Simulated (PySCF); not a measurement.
## Radial density of I(3+) (iodine, charge +3)

B3LYP, [Kr] 4d10 5s2 5p2, high-spin 3P determinant. Calculation: PySCF 2.14, in aug-cc-pV5Z-PP with ECP28MDF; scalar relativity through the core potential. This is the valence pseudo-density: the core potential removes the inner electrons and smooths the orbitals near the nucleus.

```
r (bohr)  4πr²ρ (e/bohr)  4πr²(ρα − ρβ)
 0.00218       1.766e-05         0.0000
 0.00367       4.673e-05         0.0000
 0.00618       0.0001160         0.0000
  0.0104       0.0002682         0.0000
  0.0175       0.0005434         0.0000
  0.0294       0.0009307         0.0000
  0.0495        0.001430         0.0000
  0.0832        0.003762         0.0001
   0.140         0.02841         0.0005
   0.235          0.3770         0.0060
   0.396           5.951         0.1053
   0.666           26.76         0.2703
    1.12           12.72         0.1367
    1.88           3.368         1.3110
    3.17          0.4535         0.3105
    5.33        0.003080         0.0027
```

Energies and moments cover only the electrons outside the core potential.
